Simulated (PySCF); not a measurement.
## NaI and its ions

RHF; PySCF, scalar-relativistic core potentials, basis sets Na def2-SVP, I def2-SVP with ECP28. Neutral (RHF): singlet (closed shell), Re = 2.760 Å, ωe = 249 cm⁻¹, De = 2.44 eV, HOMO -8.07 eV, LUMO -0.42 eV.

NaI⁺ (UHF): doublet (π ↑), Re = 3.248 Å, ωe = 115 cm⁻¹, De = 0.36 eV to Na⁺ + I. The energies at the minima are -458.53180 hartree for NaI and -458.27623 for NaI⁺.

(1) Work out the adiabatic ionisation energy, without and with harmonic zero-point energies (1 hartree = 27.2114 eV, 1 eV = 8065.5 cm⁻¹), and the change of the bond length.

These are scalar-relativistic numbers at best; spin–orbit coupling would shift them, the dissociation energy most. For an ion De counts to the pair picked by the measured ionisation energies or electron affinities, which need not be the lowest pair at this level. Where the molecule has an RHF reference, its open-shell atoms are computed with UHF. Hartree–Fock leaves out correlation, which carries a large part of most bond energies and some tenths to 1 eV of ionisation energies. States were picked by a PBE0 search and need not be the measured ground states.

Neutral and ion stand on different kinds of reference determinant, which adds to the error of the difference.

Answers

(1) At HF: 0.25557 hartree = 6.954 eV between the minima; the zero-point term (115.0 − 249.0)/2 cm⁻¹ = -0.008 eV makes it 6.946 eV. Re changes by +48.8 pm against the neutral. Minus the HOMO energy is 8.07 eV, +1.12 eV from the value between the minima; Hartree–Fock orbital energies leave out relaxation and correlation. The electron leaves a π orbital, and the ion is left as a loose complex of an ion and an atom.
